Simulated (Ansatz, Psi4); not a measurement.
Reaction (SMILES): B(O)([SiH-]C)O -> [CH2-][SiH2]B(O)O

Quantity: isomerisation energy (electronic), in kcal/mol. Conventions: 6-31G* and kin with 6d, 5d where marked; 6-311+G** with 5d, 6d on Na to Ar in Ansatz (a program for electronic structure); valence correlation only; spin-orbit terms left out; dispersion terms only where a functional's name holds one; non-relativistic. Basis-set limits of correlation are two-point, X^-3; Hartree-Fock from the larger set. First-principles rows: single points at B3LYP-D3(BJ) geometries (Ansatz). Anions need diffuse functions, which STO-3G, LANL2DZ, def2-SVP, cc-pVDZ and Pople sets without + lack.

Coupled cluster (Ansatz) is a level with limits of its own, used here on species with T1 under 0.025 (0.045 for open shells) and stable references: CCSD(T)/CBS(aug-cc-pV(T+d)Z,aug-cc-pV(Q+d)Z).

Value to compare with, CCSD(T)/CBS(aug-cc-pV(T+d)Z,aug-cc-pV(Q+d)Z) (Ansatz): 9.3 kcal/mol.

```csv
level,program,isomerisation energy (electronic) (kcal/mol),difference
SVWN5/6-31G*,Ansatz,9.2,-0.1
PBE/3-21G,Ansatz,19.2,9.9
BLYP/6-31G*,Ansatz,12.6,3.3
B3LYP/6-31G,Ansatz,24.3,15.0
B3LYP/6-31G*,Ansatz,13.7,4.4
wB97X-D/6-311+G**,Psi4,11.2,1.9
PBE0/def2-TZVPD,Ansatz,9.6,0.3
```

Among the 6 habitual levels, B3LYP/6-31G lies farthest from CCSD(T)/CBS(aug-cc-pV(T+d)Z,aug-cc-pV(Q+d)Z) (Ansatz) (15.0 kcal/mol) and SVWN5/6-31G* nearest (-0.1); 5 of 6 lie above it, and their mean absolute difference is 5.8 kcal/mol, the median 3.9. One case shows no general order.

The levels are drawn from those run, B3LYP/6-31G* more often than the rest, none by its result; left out are runs that failed, that the program found above a lower state of the same kind, or whose <S^2> lies over 0.5 above the pure value.
